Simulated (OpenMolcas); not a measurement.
Ti2+: ligand-field states by method

Ti2+ with 6 ligands (fluoride) in octahedral coordination (Oh) at 2.22 Å. A charge of +0.667 e stands 3.2 Å behind each ligand. Ligand basis ANO-RCC-VDZP.

```
Program             : OpenMolcas
Basis               : ANO-RCC-VDZP [5s4p2d1f]
Scalar Hamiltonian  : DKH2, point nucleus
Active space        : 2 electrons in 5 orbitals (3d)
State averaging     : 2S+1 = 3 even, 10 roots; 2S+1 = 1 even, 15 roots
Spin-orbit coupling : RASSI with atomic mean-field integrals over the reference wave functions
```

I. CASSCF
II. SS-CASPT2, IPEA 0.25 Eh, imaginary shift 0.1 Eh (closed shells correlated: 3s 3p and the ligand valence shells)
III. SS-CASPT2, IPEA 0.25 Eh, sigma2 regulariser 0.3 Eh (closed shells correlated: 3s 3p and the ligand valence shells)

Spin-free states (labels of O, the rotations of Oh) in cm-1, each column counted from its own energy of the first state listed:

```csv
State,Degeneracy,I,II,III
3T1,3,0,0,0
3T2,3,7579,8360,8360
1T2,3,11939,9400,9410
1E,2,12291,10200,10200
3A2,1,16459,17690,17690
3T1,3,19565,17580,17580
1T2,3,21993,20040,20040
1A1,1,22749,19000,19030
1T1,3,24331,22650,22650
1E,2,30739,29250,29250
1A1,1,50525,43210,43230
```

From I to II, I's first state of the same spin (3T2) moves from 7579 to 8360 cm-1, by about +790 cm-1.

From I to II, I's first state of another spin (1T2) moves from 11939 to 9400 cm-1, by about -2500 cm-1.

I: A least-squares ligand-field fit to the states below 45000 cm-1, each weighted by its degeneracy and with a free common offset, gives 10Dq = 8973 cm-1, B = 863 cm-1 and C = 3183 cm-1 (C/B = 3.69), with an rms deviation of 137 cm-1. The same method and metal basis give the free ion B = 884 cm-1 (fit to its terms below 60000 cm-1, rms deviation 77 cm-1), so the nephelauxetic ratio is β = 863 / 884 = 0.98; it hangs on how both fits weigh the states, and computed free-ion B values tend to be too large, so β mixes covalency with correlation.

II: A least-squares ligand-field fit to the states below 45000 cm-1, each weighted by its degeneracy and with a free common offset, gives 10Dq = 9584 cm-1, B = 694 cm-1 and C = 2535 cm-1 (C/B = 3.65), with an rms deviation of 378 cm-1. The same method and metal basis give the free ion B = 805 cm-1 (fit to its terms below 60000 cm-1, rms deviation 737 cm-1), so the nephelauxetic ratio is β = 694 / 805 = 0.86; it hangs on how both fits weigh the states, and computed free-ion B values tend to be too large, so β mixes covalency with correlation.

III: A least-squares ligand-field fit to the states below 45000 cm-1, each weighted by its degeneracy and with a free common offset, gives 10Dq = 9582 cm-1, B = 694 cm-1 and C = 2538 cm-1 (C/B = 3.66), with an rms deviation of 373 cm-1. 

From I to II, 10Dq changes by +7 %, B by -20 % and C by -20 %.

χT at 300 K: I 1.11, II 1.11, III 1.11 cm3 K/mol.

Roots that are degenerate in the reference are averaged as groups; the widest CASPT2 spread within a group is 52 cm-1 (the 3-fold group of multiplicity 3 near 8360 cm-1 above the lowest state of its run, III). Shifts and gaps below about the spread of the groups concerned are not significant. Over all roots computed the reference weight is 0.71 to 0.72 in II, 0.71 to 0.72 in III; a low but even weight reflects the number of correlated electrons. An orbital triplet at a regular site is open to Jahn-Teller coupling, which can distort the site and quench the lowest spin-orbit gaps and is left out. Ligand-to-metal charge-transfer states are missing. With no ligand orbital active B as a rule stays too high, so bands that hang on it stand too high and its fall with covalency is understated. Without dynamic correlation the repulsion within the d shell is too large (B by tens of per cent), so at a given field states of lower spin stand too high (holds for I). With metal d orbitals alone and no dynamic correlation the field as a rule comes out too small, by tens of per cent, by up to half for chloride and softer ligands (holds for I). With one d shell and no ligand orbital active, 10Dq can be off by tens of per cent for divalent 3d ions, low with halides held by bare charges and at times high in hosts (holds for II; III). Free-ion shares, where given, are those of the reference states; single-state CASPT2 does not remix them (holds for II; III). The distance lies 2 % over the 2.17 Å that this model takes as the normal distance (a Shannon-type radius plus a fixed donor radius); by an R⁻⁵ law this alone changes a d-shell field by about -11 %. No measured value stands beside these numbers; the geometry was imposed, not optimised, and the real ion may take another.
